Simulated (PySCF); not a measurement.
Trend along the halogens: MCa molecules

PBE0 with triple-zeta basis sets in PySCF, for the lowest determinant that a PBE0 search found; no spin–orbit coupling. De refers to high-spin ground-configuration atoms. A positive dipole means M(−)Ca(+).

```
 M         basis  state (unpaired electrons)  Re (Å)  ωe (cm⁻¹)  De (eV)  μ (D)
 F    def2-TZVPP               doublet (σ ↑)   1.950        594     5.54   2.91
Cl  x2c-TZVPPall               doublet (σ ↑)   2.430        372     4.30   3.93
Br    def2-TZVPP               doublet (σ ↑)   2.596        286     3.88   4.12
 I    def2-TZVPP               doublet (σ ↑)   2.826        238     3.24   4.27
```

(1) By what factor does the well depth vary along the series?

The rows differ in basis set, which adds steps of its own.

Down a group the atoms grow and get heavier, so bonds lengthen and wavenumbers fall; this series shows no clear exception.

These are scalar-relativistic numbers at best; spin–orbit coupling would shift them, the dissociation energy most. States were picked by a PBE0 search and need not be the measured ground states.

Answers

(1) At PBE0 it runs from 3.24 eV (CaI) to 5.54 eV (CaF), a factor of 1.71.
